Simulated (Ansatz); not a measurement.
`[O]=[Mo](=[O])([OH])[F]` + H₂O → `[O]=[Mo](=[O])([OH])[OH]` + H–F at 400 K and 1 bar (formal hydrolysis of a Mo–F bond).

Calculated with Ansatz (gas phase, PBE0-D4/def2-TZVP geometries, no zero-point term in ΔE). CCSD(T)/CBS adds triple-zeta CCSD(T) − MP2 to the extrapolated MP2 energy (def2 sets, frozen cores). This one scheme is used for every species. def2 core potentials past Kr. For Mo outer-core shells are correlated without core-valence functions, which leaves a few kJ/mol of doubt a bond. One conformer a species, not always the lowest.

```
                   species  CCSD(T)/CBS energy (Eh)  H − E (kJ/mol)  S (J/(mol·K))
 `[O]=[Mo](=[O])([OH])[F]`               -394.21125            86.3          355.6
                       H₂O                -76.37941            69.8          198.6
`[O]=[Mo](=[O])([OH])[OH]`               -370.18588           117.8          361.8
                       H–F               -100.39570            36.5          182.2
```

H − E and S are ideal-gas, rigid-rotor, harmonic terms from PBE0-D4/def2-TZVP, for one conformer and one mirror image of each species. 1 Eh = 2625.50 kJ/mol, R = 8.31446 J/(mol·K).

Problem. By hand: ΔE, ΔH, ΔS and ΔG.

Solution. ΔE = (-370.18588) + (-100.39570) − (-394.21125) − (-76.37941) = 0.00908 Eh = 23.8 kJ/mol. Δ(H − E) = 117.8 + 36.5 − 86.3 − 69.8 = -1.8, so ΔH = 22.0 kJ/mol. ΔS = 361.8 + 182.2 − 355.6 − 198.6 = -10.2 J/(mol·K). ΔG = 22.0 − 400 × (-10.2)/1000 = 26.1 kJ/mol.

Problem. By hand: the equilibrium constant, and the temperature at which ΔG would vanish if ΔH and ΔS stayed fixed.

Solution. log₁₀ K = −ΔG/(RT ln 10) = -3.4. ΔH and −TΔS have one sign here, so there is no such temperature.

The number of gas molecules stays the same, so ΔS is small and ΔH decides. A doubt of 5 kJ/mol in ΔE shifts log₁₀ K by 0.7 here. Other conformers and mirror images would add mixing entropy, several J/(mol·K) or more a flexible species. These are equilibria of isolated gas molecules and say nothing of rates. Largest T1 diagnostic: 0.025 (customary marks: 0.02 for closed shells, 0.045 for open ones).

ΔS is within the doubt of such terms, so its sign, and with it that verdict, could turn.
